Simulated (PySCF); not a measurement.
C3H6BNO, SMILES B1(O)NCC1=C.

The structure is a stationary point at r2SCAN-D4/def2-SVP. This is a generated structure with no PubChem entry under its InChIKey; it may be hypothetical. Other conformers were not sampled.

Two levels are set side by side: TDDFT-PBE/def2-SVPD (PySCF) and TDDFT-ωB97X/def2-SVPD (PySCF). Vertical, same geometry. The lowest singlet is HOMO→LUMO 89 % with PBE and HOMO−2→LUMO 98 % with the other functional; states are paired by order. Differences are taken from unrounded values.

```
quantity                               TDDFT-ωB97X
-------------------------------------  -----------
lowest singlet excitation (eV)                6.41
lowest triplet excitation (TDA) (eV)          4.02
first bright state (f over 0.05) (eV)         6.63
its oscillator strength                       0.14
```

Task: What does TDDFT-PBE give, and how far is it from TDDFT-ωB97X? (The exact figures need the calculation; the answer reports its results.)

Result: 
```tsv
quantity	TDDFT-PBE	TDDFT-PBE minus TDDFT-ωB97X
lowest singlet excitation (eV)	5.08	-1.33
lowest triplet excitation (TDA) (eV)	3.98	-0.04
first bright state (f over 0.05) (eV)	6.39	-0.24
its oscillator strength	0.38	0.24
```

A lower first singlet is the usual sign of a functional without exact exchange. Differences between two approximate levels are no errors against the true value.

Rough cost on one machine, each run with all the roots and properties that it gave: TDDFT-ωB97X against TDDFT-PBE about 20 times.
